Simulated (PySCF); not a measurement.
An unknown shows these calculated signals:

1H NMR (400 MHz, computed): δ 6.73 (q, 1H), 4.61 (s, 6H), 2.98 (m, 1H), 2.09 (d, 3H), 1.29 (m, 1H), 0.93 (m, 1H).

13C{1H} NMR (computed): δ 131.8 (C), 131.3 (CH), 36.6 (CH), 21.1 (CH3), 13.4 (CH2).

- geometry from GFN2-xTB
- shieldings: GIAO PBE0/pcSseg-1
- program: PySCF 2.14
- no solvent model, equivalent nuclei averaged, non-relativistic, a single conformation

Shifts are taken against calculated references (same method and geometry level): 1H (31.72 ppm), 13C (186.93 ppm) vs TMS.

**Question.** Which of these does the molecule contain: a C≡C triple bond, a methoxy group, a non-aromatic C=C double bond, a heteroaromatic ring, a Si–H bond, a three-membered ring?

**Answer.** 
- A C≡C triple bond: no.
- A methoxy group: no.
- A non-aromatic C=C double bond: yes.
- A heteroaromatic ring: no.
- A Si–H bond: yes (δH 4.61 (s)).
- A three-membered ring: yes.

The data belong to `C/C=C1\C[C@@H]1N([SiH3])[SiH3]`, C5H13NSi2; they needn't prove each group on their own.

Carbon signals by region: 2 in the sp2 and nitrile region (100–160 ppm), 3 below 50 ppm.

Shifts are as computed. Against solution values, carbons near 30 ppm lie about +3 ppm off and those near 130 ppm about +5 ppm. Of 1211 compounds with measured shifts, 218 miss one by over three times the rms of a fit or turn the order of signals round; such compounds aren't used in these exercises. Multiplicities follow the n + 1 count of equivalent neighbours, as no J values were calculated; m marks all less simple cases, F and P coupling included.
